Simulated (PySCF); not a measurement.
## Predicted spectroscopic data

Computational details: geometry from GFN2-xTB, shielding tensors at PBE0/pcSseg-1 (GIAO), in PySCF 2.14.0 with density-fitted response routines (isolated molecule, relativity neglected, equivalent nuclei averaged, one computed conformer).

Referencing at the same level of theory: ¹H (31.72 ppm), ¹³C (186.93 ppm) against TMS. Splittings of carbon signals by F and P are missing where no couplings were computed. Where no couplings were computed, multiplicities follow the n + 1 count of equivalent neighbours, and m marks all less simple cases (inequivalent or close neighbours, rings, F or P nearby). Shifts are as computed. Against solution values, carbons near 30 ppm lie about +3 ppm off and those near 130 ppm about +5 ppm; carbons on Cl a further +6 ppm. Of 1211 compounds with measured shifts, 218 miss one by over three times the rms of a fit or turn the order of signals round; such compounds aren't used in these exercises. Carbons bonded to Cl come out too deshielded. OH and NH positions are gas-phase values without hydrogen bonding to other molecules.

Compound 1 (C₅H₁₁NO₂Si). ¹H NMR (600 MHz, computed): δ 6.78 (m, 1H), 5.47 (m, 1H), 5.38 (m, 1H), 5.20 (s, 1H), 4.88 (m, 1H), 4.62 (m, 1H), 4.18 (m, 1H), 2.69 (m, 1H), 1.36 (m, 1H), 0.60 (br s, 2H). ¹³C{¹H} NMR (computed): δ 153.3 (CH), 120.0 (CH2), 77.5 (CH), 61.9 (CH2), 44.6 (CH2). Structure: SMILES C=C[C@@H]1CCO[Si@@H](N)O1.

Compound 2 (C₇H₁₀N₂). ¹H NMR (600 MHz, computed): δ 9.13 (br s, 1H), 7.19 (s, 1H), 2.45 (s, 3H), 1.65 (m, 1H), 0.75 (m, 2H), 0.46 (m, 2H). ¹³C{¹H} NMR (computed): δ 141.0 (CH), 140.1 (C), 124.9 (C), 12.1 (CH3), 8.3 (CH), 7.4 (CH2). Structure: `InChI=1S/C7H10N2/c1-5-7(4-8-9-5)6-2-3-6/h4,6H,2-3H2,1H3,(H,8,9)`.

Compound 3 (C₈H₁₀ClF). ¹H NMR (600 MHz, computed): δ 5.57 (m, 2H), 4.30 (s, 2H), 2.30 (s, 3H), 2.16 (s, 3H). ¹³C{¹H} NMR (computed): δ 166.0, 121.2, 96.9, 96.8, 74.0, 51.7, 28.9, 20.9. Structure: `InChI=1S/C8H10ClF/c1-7(2)8(6-9)4-3-5-10/h5-6H2,1-2H3`.

Compound 4 (C₇H₁₀ClOP). ¹H NMR (600 MHz, computed): δ 6.82 (m, 1H), 1.40 (s, 9H). ¹³C{¹H} NMR (computed): δ 221.1, 150.3, 126.5, 40.3, 31.2. Structure: `CC(C)(C)c1oc(Cl)cp1`.
